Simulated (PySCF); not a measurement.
## `CC1=CC=CC1=C1C=C1`, C₉H₈

Geometry:
| atom | x (Å) | y (Å) | z (Å) |
| --- | --- | --- | --- |
| C1 | -0.180 | -1.834 | 0.640 |
| C2 | -0.210 | -0.469 | 0.041 |
| C3 | -1.299 | 0.317 | -0.218 |
| C4 | -0.863 | 1.571 | -0.806 |
| C5 | 0.497 | 1.563 | -0.912 |
| C6 | 0.964 | 0.289 | -0.388 |
| C7 | 2.247 | -0.131 | -0.307 |
| C8 | 3.648 | 0.042 | -0.501 |
| C9 | 3.235 | -1.100 | 0.035 |
| H10 | -1.196 | -2.181 | 0.878 |
| H11 | 0.271 | -2.575 | -0.042 |
| H12 | 0.407 | -1.862 | 1.575 |
| H13 | -2.337 | 0.045 | -0.015 |
| H14 | -1.526 | 2.382 | -1.110 |
| H15 | 1.137 | 2.350 | -1.310 |
| H16 | 4.476 | 0.661 | -0.842 |
| H17 | 3.486 | -2.076 | 0.444 |

Theory: TDDFT CAM-B3LYP/aug-cc-pVDZ excited states, vertical, gas phase (PySCF 2.14.0). Geometry: PBE0-D3(BJ)/def2-SVP.

Singlets 4 and 5 lie within 0.01 eV of each other, so their separate moments and overlaps can depend on how they mix.

Give the one- and two-photon strengths of the lowest singlets.

δ for parallel linear polarisation; σ at the peak of a Lorentzian of half width 0.1 eV, single beam; Ω is circular over linear.
```
state  E (eV)      f  photon λ (nm)  δ (au)  σ (GM)     Ω                                main
   S1    3.86  0.035            642    22.7    0.12  1.15    HOMO→LUMO+2 0.87, HOMO→LUMO 0.10
   S2    4.04  0.006            614    68.1    0.41  1.47    HOMO−1→LUMO 0.80, HOMO→LUMO 0.14
   S3    4.21  0.003            589    8.05    0.05  0.38    HOMO→LUMO 0.75, HOMO−1→LUMO 0.17
   S4    4.87  0.575            509    44.2    0.39  0.72                  HOMO−1→LUMO+2 0.93
   S5    4.88  0.005            508    46.1    0.40  1.50  HOMO→LUMO+1 0.47, HOMO→LUMO+4 0.43
   S6    5.16  0.006            480     170    1.66  1.50  HOMO→LUMO+3 0.70, HOMO→LUMO+5 0.13
```

Among these, the strongest one-photon state is S4, the strongest two-photon state S6, with a dipole change of 4.9 D (relaxed, norm of the difference vector).
